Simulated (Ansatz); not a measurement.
Gas-phase electronic energies from Ansatz, PBE0-D4/def2-TZVP geometries. CCSD(T)/CBS is the MP2 limit (def2-TZVPP, def2-QZVPP) plus CCSD(T) − MP2 in def2-TZVPP, frozen cores. This one scheme is used for every species.

`FB1CB1Cl` + H₂ → `FB1BC1` + HCl  (hydrogenolysis of a B–Cl bond)

```
   species  CCSD(T)/CBS(def2) energy (Eh)
`FB1CB1Cl`                     -648.43422
        H₂                       -1.17544
  `FB1BC1`                     -189.21287
       HCl                     -460.38127
```

(1) Work out ΔE.

Largest T1 diagnostic among the species: 0.013.

## Answers

(1) ΔE = (-189.21287) + (-460.38127) − (-648.43422) − (-1.17544) = 0.01552 Eh = +40.7 kJ/mol.

The D4 term adds +6.1 kJ/mol with B3LYP and +3.3 kJ/mol with PBE0; it sums over pairs of atoms, weighted by their polarisabilities, and B3LYP, whose exchange is more repulsive, gets the larger term. Leaving LDA and LC-ωPBE aside and taking each functional with its dispersion term where it has one, the values, not all of them listed here, spread over 10.7 kJ/mol, from B2PLYP to revPBE-D4. In def2-TZVPP, CCSD(T) changes the Hartree–Fock value by +3.1 kJ/mol (the triples alone add +1.9 kJ/mol) and MP2 by +7.9 kJ/mol.

B3LYP here is the variant with VWN-RPA as its local correlation; programs differ in this.
